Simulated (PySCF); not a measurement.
## Orbital picture of TlSn⁺

UHF at R = 3.376 Å; Tl def2-SVP with ECP60, Sn def2-SVP with ECP28; scalar-relativistic core potentials (PySCF 2.14). State: ³Π (triplet), unpaired electrons σ ↑, π ↑. Only the outer orbitals are listed, counted within each symmetry, core potentials removing the inner ones.

| spin | orbital | occ. | ε (eV) | on Tl (%) | main shells (%) |
| --- | --- | --- | --- | --- | --- |
| α | 7σ | 1 | -20.69 | 15 | 84 Sn s, 12 Tl s |
| α | 8σ | 1 | -17.85 | 82 | 82 Tl s, 14 Sn s |
| α | 9σ | 1 | -11.90 | 29 | 70 Sn p, 24 Tl p |
| α | 5π | 1 | -11.78 | 3 | 97 Sn p |
| α | 5π | 0 | -5.08 | 32 | 67 Sn p, 32 Tl p |
| α | 6π | 0 | -4.00 | 97 | 97 Tl p |
| α | 6π | 0 | -3.62 | 68 | 68 Tl p, 32 Sn p |
| β | 7σ | 1 | -18.16 | 64 | 63 Tl s, 34 Sn s |
| β | 8σ | 1 | -16.27 | 37 | 64 Sn s, 37 Tl s |
| β | 5π | 0 | -4.61 | 49 | 50 Sn p, 49 Tl p |
| β | 9σ | 0 | -4.36 | 57 | 56 Tl p, 41 Sn p |
| β | 5π | 0 | -4.16 | 81 | 80 Tl p, 19 Sn p |

Q: Which are the highest filled and the lowest empty level, where do they sit, and how wide is the gap?

A: Highest filled α 5π at -11.78 eV (in %: 97 Sn p); lowest empty α 5π at -5.08 eV (in %: 67 Sn p, 32 Tl p); the gap at UHF is 6.70 eV. Both belong to one degenerate shell, split only by its one-sided filling, so this is no excitation gap.

The bond order (Mayer) is 0.46 and the ⟨S²⟩ is 2.021. The charge on Tl (Mulliken, basis-dependent) is 0.71. The charge on Tl (Löwdin, basis-dependent) is 0.62, the dipole moment (positive dipole points towards Sn; it is taken about the centre of mass and depends on that origin) is -0.70 D and the polarisability along the bond is 143.1 bohr³. The polarisability across the bond is 50.0 bohr³.

These are scalar-relativistic numbers at best; spin–orbit coupling would shift them, the dissociation energy most. The state was picked by a PBE0 search and need not be the measured ground state.
